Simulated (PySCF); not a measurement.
These are B3LYP-D3(BJ)/def2-TZVP // r2SCAN-D4/def2-SVP (PySCF) values and carry that method's errors. All species are isolated molecules in the gas phase. One relaxed conformer stands for a flexible species; it need not be the lowest. B3LYP has the VWN-RPA correlation part, as in Gaussian. 

Reference species: [Cd(Cl)(NH2)] (neutral, multiplicity 1).

```yaml
coordination_number: 2
```

Changed species: [Cd(Cl)(OH)] (Y = OH; the reference has Y = NH2).

### Question
What does the change do to the coordination number?

### Answer
the coordination number stays essentially unchanged.
